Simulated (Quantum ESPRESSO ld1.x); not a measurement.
Problem. These are the eigenvalues of the occupied orbitals of an atom or ion with whole-number occupations (eV). Calculated with ld1.x of Quantum ESPRESSO 7.5: scalar-relativistic Kohn-Sham, PBE, spin-unpolarised, spherical densities, point nucleus.

1s: -73912.0
2s: -12897.9
2p: -11233.4
3s: -3025.25
3p: -2536.61
3d: -1991.21
4s: -662.828
4p: -502.589
4d: -303.764
5s: -122.230
4f: -82.8512
5p: -81.2806
5d: -34.9845

Which element is it, and in what charge state? The configuration may be excited.

Solution. Z = 76, osmium, charge +3: Os3+ in [Xe] 4f14 5d5. The list shows which subshells hold electrons but not how many an open one holds; the 1s level, -2716.2 hartree, gives Z - s = 73.7 by -(Z - s)^2/2, which with screening and relativity narrows Z to a few neighbours, and the depths of the outer levels then fix element, charge and occupations together.
